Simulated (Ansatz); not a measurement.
`[OH][In]([F])[F]` + H–F → `[F][In]([F])[F]` + H₂O at 400 K and 1 bar (ligand exchange at the In–O bond).

Isolated molecules relaxed with PBE0-D4/def2-TZVP in Ansatz; ΔE leaves out vibrations. CCSD(T)/CBS adds triple-zeta CCSD(T) − MP2 to the extrapolated MP2 energy (def2 sets, frozen cores). This one scheme is used for every species. Elements past krypton have def2 core potentials. For In outer-core shells are correlated without core-valence functions, which leaves a few kJ/mol of doubt a bond. Each species was taken in one conformer, which may not be the lowest.

| species | CCSD(T)/CBS energy (Eh) | H − E (kJ/mol) | S (J/(mol·K)) |
| --- | --- | --- | --- |
| `[OH][In]([F])[F]` | -465.24461 | 69.7 | 356.1 |
| H–F | -100.39570 | 36.5 | 182.2 |
| `[F][In]([F])[F]` | -489.26665 | 37.3 | 331.1 |
| H₂O | -76.37941 | 69.8 | 198.6 |

H − E and S are ideal-gas, rigid-rotor, harmonic terms from PBE0-D4/def2-TZVP, for one conformer and one mirror image of each species. 1 Eh = 2625.50 kJ/mol, R = 8.31446 J/(mol·K).

**Question.** By hand: ΔE, ΔH, ΔS and ΔG.

**Answer.** ΔE = (-489.26665) + (-76.37941) − (-465.24461) − (-100.39570) = -0.00575 Eh = -15.1 kJ/mol. Δ(H − E) = 37.3 + 69.8 − 69.7 − 36.5 = 0.9, so ΔH = -14.2 kJ/mol. ΔS = 331.1 + 198.6 − 356.1 − 182.2 = -8.6 J/(mol·K). ΔG = -14.2 − 400 × (-8.6)/1000 = -10.8 kJ/mol.

**Question.** By hand: the equilibrium constant, and the temperature at which ΔG would vanish if ΔH and ΔS stayed fixed.

**Answer.** log₁₀ K = −ΔG/(RT ln 10) = 1.4. ΔG = 0 at ΔH/ΔS = 1651 K, though so small a ΔS makes that figure unsure.

The number of gas molecules stays the same, so ΔS is small and ΔH decides. A doubt of 5 kJ/mol in ΔE shifts log₁₀ K by 0.7 here. Other conformers and mirror images would add mixing entropy, several J/(mol·K) or more a flexible species. These are equilibria of isolated gas molecules and say nothing of rates. Largest T1 diagnostic: 0.018 (customary marks: 0.02 for closed shells, 0.045 for open ones).
